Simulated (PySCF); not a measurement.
# One molecule, several mistakes: B2C2H8

These are calculations, not measurements. The program is PySCF 2.14.0, an open-source quantum chemistry code, run on an isolated molecule that a program drew, which may never have been made. The molecule is B2C2H8 (charge 0, singlet), drawn as the SMILES string `BCBC`.

Each row is a Hartree-Fock (HF) and frozen-core CCSD(T) single point in the cc-pVDZ basis, meant for a local HF minimum. Run 1 is clean. Each other run has one planted mistake out of seven kinds, and not every kind appears here: one electron removed, one electron added, multiplicity raised by two, geometry at a saddle point, minimal basis STO-3G, one bond length entered in bohr, all coordinates scaled. The reference is restricted for singlets and unrestricted otherwise, and also for a bond in bohr. Adding or removing an electron swaps singlet and doublet. Electrons count all cores. HOMO and LUMO are orbital energies over both spins, the gradient is its largest component, and the lowest frequency (negative if imaginary) is given only where the gradient is small. Bond lengths are over the 11 bonds as drawn. T1 is the CCSD diagnostic: over 0.02 (restricted) or 0.045 (unrestricted) a single reference is doubtful.

Geometry of the clean run:
```xyz
12
B2C2H8, angstrom
B     0.5187   -1.8054   -0.3635
C    -0.6377   -0.8220    0.0376
B    -0.8562   -0.7969    1.6039
C    -2.1963   -1.2268    2.3153
H     1.6505   -1.5737   -0.0301
H     0.3067   -2.8093   -0.9903
H    -1.5631   -1.0032   -0.5124
H    -0.2544    0.1848   -0.1972
H     0.0493   -0.3938    2.2921
H    -2.7024   -0.3049    2.6374
H    -2.8924   -1.7797    1.6806
H    -2.0105   -1.7969    3.2308
```

```
run,electrons,basis functions,<S^2>,HOMO (eV),LUMO (eV),gradient (hartree/bohr),lowest frequency (cm^-1),mean bond (Å),longest bond (Å),T1,HF (hartree),CCSD(T) (hartree),mistake
1,30,96,0.000,-11.95,2.16,2.1e-05,58,1.2565,1.582,0.0106,-129.75424,-130.28435,no fault
2,30,28,0.000,-10.70,6.38,2.4e-02,-,1.2565,1.582,0.0069,-128.20580,-128.43610,minimal basis STO-3G
3,30,96,0.000,-12.00,2.22,9.1e-03,-,1.2401,1.561,0.0106,-129.75255,-130.28082,all coordinates scaled
4,30,96,2.023,-6.21,-2.11,9.8e-02,-,1.2565,1.582,0.0693,-129.55401,-130.08554,?
```

**Which mistake was planted in run 4, and what did it cost?**

Electrons, basis and geometry are unchanged, and <S^2> is 2.023, beside S(S+1) = 2.00 for a multiplicity of 3. So the mistake is: multiplicity raised by two. Subtracting run 1 and multiplying by 627.51 kcal/mol a hartree, the energy moved by 125.6 kcal/mol in HF and 124.8 kcal/mol in CCSD(T).

Cautions from the logs. Run 4: T1 is over the limit, so its CCSD(T) energy is less reliable.
